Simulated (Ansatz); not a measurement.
Basis-set series for `S[SiH]1[SiH2]P1`. Total charge 0; spin multiplicity 1. The geometry is a stationary point of PBE0-D4/def2-TZVP. It is one conformer, not always the lowest.

```csv
atom,x (Å),y (Å),z (Å)
S1,-1.490,0.945,1.855
Si2,-0.455,-0.412,0.588
Si3,0.009,0.358,-1.485
P4,1.677,0.189,0.069
H5,-0.733,0.711,2.943
H6,-0.677,-1.848,0.878
H7,0.097,-0.544,-2.656
H8,-0.357,1.748,-1.834
H9,1.930,-1.148,-0.358
```

```
functional       basis  functions  energy (Eh)  HOMO (eV)  LUMO (eV)
   PBE0-D4  def2-TZVPP        238  -1321.09497      -6.73      -0.63
   PBE0-D4  def2-QZVPP        430  -1321.13677      -6.75      -0.72
   ωB97M-V  def2-TZVPP        238  -1321.49790      -8.62       1.23
   ωB97M-V  def2-QZVPP        430  -1321.53747      -8.64       0.97
```

Q: Give the rows for def2-SVP. (Best estimate.)

A: Computed: 
```csv
functional,basis,functions,energy (Eh),HOMO (eV),LUMO (eV)
PBE0-D4,def2-SVP,97,-1320.63241,-6.76,-0.44
ωB97M-V,def2-SVP,97,-1321.03597,-8.61,1.54
```

Positive LUMOs are unbound and depend on the basis.
